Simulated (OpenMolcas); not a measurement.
## Computed levels of Zr III

```yaml
Program: OpenMolcas 26.06
Method: "SS-RASPT2, IPEA 0.25 Eh, imaginary shift 0.1 Eh (closed shells correlated: 4s)"
Basis: ANO-RCC-VTZP [7s6p4d2f1g]
Scalar_Hamiltonian: DKH2, point nucleus
Active_space: 8 electrons in 8 orbitals (RAS1 4p, at most 2 holes; RAS2 4d)
State_averaging: 2S+1 = 3 even, 10 roots; 2S+1 = 1 even, 15 roots
Spin-orbit_coupling: RASSI with atomic mean-field integrals over the reference wave functions, term energies averaged over their components
```

Spin-free terms above the lowest, with the occupations of the reference:

```csv
Configuration,Term,E (eV),Occupations
4d²,³F,0.0000,4p 5.97 4d 2.03
4d²,¹D,0.685,4p 5.97 4d 2.03
4d²,³P,0.966,4p 5.97 4d 2.03
4d²,¹G,1.279,4p 5.97 4d 2.03
4d²,¹S,2.766,4p 5.96 4d 2.04
```

With spin-orbit coupling, above the lowest level:

```tsv
Configuration	Term	J	E (eV)	Measured (eV)	g	Term weight %	Second
4d²	³F	2	0.0000	0.0000	0.670	99	
4d²	³F	3	0.0951	0.0844	1.084	100	
4d²	³F	4	0.2066	0.1843	1.250	100	
4d²	¹D	2	0.797	0.7119	1.026	93	6 ³P
4d²	³P	0	1.023	0.9996		99	
4d²	³P	1	1.061	1.0322	1.501	100	
4d²	³P	2	1.138	1.0958	1.471	94	6 ¹D
4d²	¹G	4	1.406	1.3699	1.001	100	
4d²	¹S	0	2.899	2.9730		99
```

Against the 8 measured excited levels shown (Moore, Atomic Energy Levels, vol. II, NSRDS-NBS 35 (1971 reprint of NBS Circular 467, 1952); NIST levels as listed in Rynkun, Gaigalas and Jonsson, Astron. Astrophys. 637, A10 (2020)) the mean absolute deviation is 330 cm-1; the largest miss in energy is 4d² ¹D₂: computed 0.797, measured 0.7119 eV (+12.0 %).

Spin-orbit coupling puts the lowest level 0.1237 eV below the lowest spin-free term.

A least-squares Racah fit to the terms below 60000 cm-1, each weighted by 2L + 1 and with a free common offset, gives B = 561 cm-1 and C = 1535 cm-1 (C/B = 2.74), with an rms deviation of 438 cm-1.

For ³F the intervals divided by the larger J are 255.8, 224.7 cm-1. Landé's interval rule makes them equal in pure LS coupling; they differ by 13 % of their mean. The multiplet is regular.

CASPT2 breaks the degeneracy within a term, and the mean is taken; among the terms shown or strongly mixed into the levels shown the widest spread is 490 cm-1 (4d² ¹G). Active for correlation alone: 4p; no level in the range computed is led by a configuration that opens it, so any true level of that kind is missing. Measured partners are found by configuration, term and J. A level has none where our copy of the source lacks it or the pairing is in doubt (some pairs that miss far off the trend of their configuration count as doubtful), and it then counts in no deviation. Levels of configurations outside the active space are missing. The first state left out of the spin-orbit step lies near 490000 cm-1 above the lowest spin-free state of the reference (among the parities and spins computed), and the list stops at four fifths of that energy or lower.

The term weight is that of the spin-free term in the level, not the purity of its configuration.
